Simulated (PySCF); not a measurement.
**Copper: a sound run and one with changed settings**

Sound run: Cu [Ar] 3d10 4s1, Cu⁺ [Ar] 3d10. Calculation: PySCF 2.14, in x2c-SVPall (5s3p3d1f, 36 functions); scalar relativity by spin-free X2C-1e. In the sound run the correlated levels freeze [Ar]. The sound run starts from symmetry-adapted Hartree-Fock orbitals and uses a fine grid where one is needed.

Changed run: all electrons correlated in a basis built for the valence shell.

```json
{"species": "Cu", "method": "MP2", "sound run (hartree)": "-1653.13723", "changed run (hartree)": "-1653.21536", "converged": "yes"}
{"species": "Cu⁺", "method": "MP2", "sound run (hartree)": "-1652.87451", "changed run (hartree)": "-1652.95097", "converged": "yes"}
```

Ionisation energy of Cu:

```json
{"method": "UHF", "sound run (eV)": "6.561", "changed run (eV)": "6.561"}
{"method": "MP2", "sound run (eV)": "7.149", "changed run (eV)": "7.194"}
{"method": "SCS-MP2", "sound run (eV)": "7.070", "changed run (eV)": "7.109"}
```

A valence basis has no tight correlating functions, so it recovers only part of the core correlation, and not evenly between atom and ion.

For comparison, NIST gives 7.726 eV between the lowest levels.
